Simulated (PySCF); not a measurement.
**How methods differ on the ionisation energy of Sc**

Sc [Ar] 3d1 4s2 (2D) → Sc⁺ [Ar] 3d1 4s1 (3D), as a difference of total energies. Calculation: PySCF 2.14, in aug-cc-pVDZ-DK (7s6p4d2f, 59 functions); scalar relativity by spin-free X2C-1e. Correlated levels: valence: [Ar] frozen. The calculations carry no spin-orbit coupling.

Q: Order these methods by the ionisation energy they give, lowest first.
A. UHF
B. MP2 (valence)
C. SCS-MP2 (valence)
D. CCSD (valence)

A: A (5.396 eV), B (6.056 eV), C (6.188 eV), D (6.343 eV).

Errors of the correlated levels include the incompleteness of this basis and the frozen core.

For comparison: 6.562 eV (measured; NIST levels, between the centres of gravity of the two terms).
